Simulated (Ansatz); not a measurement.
Input file:

```yaml
crystal:
  periodic: [false, false, false]
  atoms:
    - { symbol: W, position_ang: [-0.096465, -0.084403, 0.175524] }
    - { symbol: Cl, position_ang: [-0.307481, -0.276247, 2.506713] }
    - { symbol: H, position_ang: [1.415025, 0.148565, -0.533774] }
    - { symbol: H, position_ang: [0.158453, 1.414653, -0.551285] }
    - { symbol: H, position_ang: [-1.438935, 0.627925, -0.539528] }
    - { symbol: H, position_ang: [0.614302, -1.437625, -0.520292] }
    - { symbol: H, position_ang: [-1.15932, -1.157548, -0.563395] }
    - { symbol: H, position_ang: [1.785672, 1.802133, 1.375737] }
    - { symbol: H, position_ang: [1.470249, 1.505948, 1.9495] }
basis:
  gaussian: { orbitals: def2-SVP }
hamiltonian:
  xc: b3lyp
relax:
  f_tol: 0.03
  max_steps: 50
output:
  orbitals: {}
```

Command:

```bash
$ ansatz run input.yaml --threads 1 --pin off --max-ram 2048MiB --backend cpu --events-out ev --progress --plain --runs-dir out
```

Hardware: 1 thread of Arm Neoverse V1, with other jobs on the host.

Problem. Roughly how long does this run take, and how much memory?

Solution. 47 s, with a peak of 0.16 GiB, for 11 ionic steps.
